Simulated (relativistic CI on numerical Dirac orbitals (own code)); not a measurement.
## Mo3+: L2,3 absorption edge

Computed with this model: Dirac-Coulomb-Breit CI, KLI orbitals optimised for each configuration, a model potential for QED, valence Slater integrals scaled by 0.8, multiplet model of core-to-valence dipole absorption; configurations [Kr] 4d3 → [He] 2s2 2p5 3s2 3p6 3d10 4s2 4p6 4d4; 300 K; Lorentzian 1.6 eV and Gaussian 0.5 eV FWHM. Energies are those of the free ion, without screening or charge transfer. The branching ratio is the share of the lower-energy edge in the whole absorption, uncertain by about 0.02 where the edges overlap. S is read from ⟨S²⟩ = S(S + 1).

Field parameters in Wybourne normalisation: Td as Oh with Dq negative (B⁴₀ = 21Dq, B⁴₄ = √(5/14) B⁴₀). The field is a parameter set, without covalency.

free ion: ground-state S = 1.49, centroid 2547.69 eV, branching ratio 0.791. Peaks (eV, height): 2526.0 (100), 2629.2 (11), 2631.0 (23).

Td, 10Dq = -6000 cm⁻¹: ground-state S = 1.49, centroid 2552.01 eV, branching ratio 0.750. Peaks (eV, height): 2526.0 (100), 2631.0 (27).

Td, 10Dq = -12700 cm⁻¹: ground-state S = 1.20, centroid 2549.94 eV, branching ratio 0.770. Peaks (eV, height): 2525.8 (100), 2629.8 (27).

Td, 10Dq = -16000 cm⁻¹: ground-state S = 0.63, centroid 2554.45 eV, branching ratio 0.727. Peaks (eV, height): 2525.8 (100), 2630.5 (34).

Td, 10Dq = -19400 cm⁻¹: ground-state S = 0.54, centroid 2556.60 eV, branching ratio 0.708. Peaks (eV, height): 2526.0 (100), 2630.8 (38).

The statistical ratio of this edge is 2/3 = 0.667. Values above it arise where the holes sit mainly in the j = l + 1/2 valence subshell or the ground state has high spin; values below it where core-valence Coulomb terms move weight to the upper edge, as in nearly empty shells. At deep edges of heavy elements the radial integrals of the two core levels differ, which raises the baseline.

Strongest unbroadened transitions for Td, 10Dq = -19400 cm⁻¹:

```csv
Energy (eV),Relative strength
2523.51,40.8
2525.36,25.0
2525.41,23.9
2525.92,16.4
2525.93,25.9
2525.98,31.1
2526.02,100.0
2526.05,42.7
2526.14,23.8
2526.16,22.4
2526.78,57.1
2526.79,18.0
2526.96,18.6
2628.69,36.6
2630.32,32.7
2630.88,23.7
2630.97,35.1
2632.02,17.7
```
